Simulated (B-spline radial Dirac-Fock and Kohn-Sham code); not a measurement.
**Dipole and non-dipole photoemission parameters of N⁺ 2s**

System: N⁺ in the configuration [He] 2s2 2p2; threshold 37.23 eV (orbital energy of the model). Model: Dirac-Hartree-Slater photoionisation with a Latter tail; cross sections with all multipoles, angular parameters from the dipole term and its interference with E2. Program: a radial atomic solver.

For linearly polarised light dσ/dΩ = σ/(4π) [1 + β P₂(cos θ) + (δ + γ cos²θ) sin θ cos φ], with θ from the polarisation vector and φ the angle between the beam and the projection of the electron momentum on the plane normal to the polarisation.

```
hν (eV)   σ (kb)      β       γ
     60      973  2.000   0.005
   79.7      714  2.000  -0.025
    100      518  2.000  -0.023
    119      398  2.000  -0.012
    121      387  2.000  -0.010
    133      332  2.000  -0.001
    155      254  2.000   0.017
    160      240  2.000   0.022
    280     76.8  2.000   0.137
    296     68.1  2.000   0.149
    304     64.2  2.000   0.156
    346     48.2  2.000   0.189
    455     25.6  2.000   0.265
    600     13.2  2.000   0.353
    677     9.81  2.000   0.394
    865     5.31  2.000   0.487
   1000     3.66  2.000   0.548
 1253.6     2.02  2.000   0.651
   2840    0.207  2.000   1.124
   3740   0.0926  2.000   1.327
   4950   0.0400  2.000   1.564
   6000        ?      ?       ?
   6380   0.0184  2.000   1.801
   7870  0.00961  2.000   2.015
 8047.8  0.00897  2.000   2.039
   9910  0.00468  2.000   2.277
  11200  0.00318  2.000   2.429
  12000  0.00256  2.000   2.520
  12100  0.00249  2.000   2.531
  15000  0.00126  2.000   2.839
```

Q: Give the values at 6000 eV.

A: σ = 0.0222 kb, β = 2.000, γ = 1.742. For an s subshell δ is negligible.

Values without a named source are computed, but for edge energies of neutral atoms, which are taken from tables.
